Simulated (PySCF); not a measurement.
C4H12Mo, SMILES [CH3][Mo]([CH3])([CH3])[CH3] (connectivity only; charge and spin as stated), neutral, multiplicity 3. Atoms are numbered in the order given.

```xyz
17

Mo     0.0000     0.0000     0.0000
C      1.2079     1.2079    -1.2079
H      1.8607     1.8607    -0.5838
H      0.5838     1.8607    -1.8607
H      1.8607     0.5838    -1.8607
C     -1.2079     1.2079     1.2079
H     -1.8607     0.5838     1.8607
H     -1.8607     1.8607     0.5838
H     -0.5838     1.8607     1.8607
C     -1.2079    -1.2079    -1.2079
H     -1.8607    -1.8607    -0.5838
H     -0.5838    -1.8607    -1.8607
H     -1.8607    -0.5838    -1.8607
C      1.2079    -1.2079     1.2079
H      1.8607    -1.8607     0.5838
H      0.5838    -1.8607     1.8607
H      1.8607    -0.5838     1.8607
```
Charge 0, spin multiplicity 3.

Geometry optimised at PBE-D3(BJ)/def2-SVP. The spin state was assumed, not searched. The def2 effective core potentials stand for the cores of Mo; spin–orbit coupling is left out.

Calculation: M06-2X/def2-TZVP in PySCF.

ESP charges are fitted to the potential on shells at 1.4 to 2.0 van der Waals radii. Atomic charges (e):

```tsv
atom	Löwdin	ESP fit	Mulliken spin
Mo1	0.53	1.28	2.30
C2	-0.51	-0.87	-0.14
H3	0.13	0.18	0.02
H4	0.13	0.18	0.02
H5	0.13	0.18	0.02
C6	-0.51	-0.87	-0.14
H7	0.13	0.18	0.02
H8	0.13	0.18	0.02
H9	0.13	0.18	0.02
C10	-0.51	-0.87	-0.14
H11	0.13	0.18	0.02
H12	0.13	0.18	0.02
H13	0.13	0.18	0.02
C14	-0.51	-0.87	-0.14
H15	0.13	0.18	0.02
H16	0.13	0.18	0.02
H17	0.13	0.18	0.02
```
